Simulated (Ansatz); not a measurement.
Cost and result for the atomization energy of C2H9AlClN (`[CH3][Al-]([CH3])([NH3+])[Cl]`) (14 atoms, 13 bonds).

Z-matrix (Å, degrees):
```
C
Al 1 1.961
H 1 1.096 2 112.5
H 1 1.095 2 110.8 3 119.1
H 1 1.095 2 112.6 3 -121.9
C 2 1.961 1 121.5 3 -49.1
N 2 2.051 1 102.9 3 64.9
Cl 2 2.165 1 114.4 3 166.5
H 6 1.095 2 112.6 1 171.0
H 6 1.095 2 110.8 1 -70.0
H 6 1.096 2 112.5 1 49.1
H 7 1.015 2 114.2 1 -63.7
H 7 1.016 2 109.3 1 174.8
H 7 1.016 2 109.3 1 57.7
```

The species carries charge 0 and has multiplicity 1. Geometry: relaxed with PBE0-D4/def2-TZVP. It is one conformer, not always the lowest. Program: Ansatz. All runs use 4 threads of an Arm Neoverse V1 on a shared host. Times are those of one run each, without the atoms' runs, and a repeat can differ threefold. Electronic energies, without spin–orbit coupling; frozen cores. CCSD(T)/CBS adds CCSD(T) − MP2 in def2-TZVPP to the MP2 limit, and its time is that of the two runs behind it. T1 = 0.008. B3LYP takes the VWN-RPA correlation (the form of Gaussian; ORCA's B3LYP/G). HSE06 is the plane-wave form, built on full-range PBE exchange.

CCSD(T)/CBS is a level of theory with its own doubt, some kJ/mol a heavy atom from the limit and from the frozen cores, so smaller differences don't rank the functionals.

```json
{"level": "LDA (SPW92)/def2-TZVPP", "functions": "303", "wall time": "1.9 s"}
{"level": "revPBE-D4/def2-TZVPP", "functions": "303", "wall time": "3.1 s"}
{"level": "HSE06-D4/def2-TZVPP", "functions": "303", "wall time": "5.5 s"}
{"level": "BHLYP-D4/def2-TZVPP", "functions": "303", "wall time": "5.5 s"}
{"level": "r2SCAN-D4/def2-TZVPP (with forces)", "functions": "303", "wall time": "8 s"}
{"level": "B3LYP-D4/def2-TZVPP (with forces)", "functions": "303", "wall time": "8.5 s"}
{"level": "PBE-QIDH/def2-TZVPP", "functions": "303", "wall time": "9.5 s"}
{"level": "CCSD(T)/def2-SVP", "functions": "123", "wall time": "10 s"}
{"level": "B97M-V/def2-TZVPP", "functions": "303", "wall time": "14 s"}
{"level": "ωB97M-V/def2-TZVPP (with forces)", "functions": "303", "wall time": "19 s"}
{"level": "MP2/def2-QZVPP", "functions": "581", "wall time": "40 s"}
{"level": "CCSD(T)/def2-TZVPP", "functions": "303", "wall time": "16 min"}
{"level": "CCSD(T)/CBS(def2)", "functions": "–", "wall time": "17 min"}
```

**Question.** What atomization energy does each give, and how far from CCSD(T)/CBS? (An estimate is asked.)

**Answer.** The calculation gave: 
| level | atomization (kJ/mol) | difference from CCSD(T)/CBS | per bond |
| --- | --- | --- | --- |
| LDA (SPW92)/def2-TZVPP | 5555.1 | 579.8 | 44.6 |
| revPBE-D4/def2-TZVPP | 4904.0 | -71.3 | -5.5 |
| HSE06-D4/def2-TZVPP | 4959.6 | -15.7 | -1.2 |
| BHLYP-D4/def2-TZVPP | 4866.8 | -108.5 | -8.3 |
| r2SCAN-D4/def2-TZVPP (with forces) | 4971.8 | -3.5 | -0.3 |
| B3LYP-D4/def2-TZVPP (with forces) | 4964.0 | -11.3 | -0.9 |
| PBE-QIDH/def2-TZVPP | 4930.3 | -45.0 | -3.5 |
| CCSD(T)/def2-SVP | 4708.0 | -267.3 | -20.6 |
| B97M-V/def2-TZVPP | 4986.4 | 11.1 | 0.8 |
| ωB97M-V/def2-TZVPP (with forces) | 4986.1 | 10.8 | 0.8 |
| MP2/def2-QZVPP | 4959.3 | -16.0 | -1.2 |
| CCSD(T)/def2-TZVPP | 4852.9 | -122.4 | -9.4 |
| CCSD(T)/CBS(def2) | 4975.3 | 0.0 | 0.0 |

At CCSD(T), def2-SVP lies −267.4 kJ/mol from the extrapolated value and def2-TZVPP −122.4 kJ/mol: correlation converges slowly with the basis, and small sets miss more of it in the bonded molecule than in its fragments. From BLYP to BHLYP (50 % exact exchange), in def2-TZVPP and without D4, the atomization energy moves by −38.8 kJ/mol: exact exchange takes away binding that semilocal exchange gives to molecules. The D4 term adds +45.1 kJ/mol with B3LYP and +24.4 kJ/mol with PBE0; it sums over pairs of atoms, weighted by their polarisabilities, and B3LYP, whose exchange is more repulsive, gets the larger term.
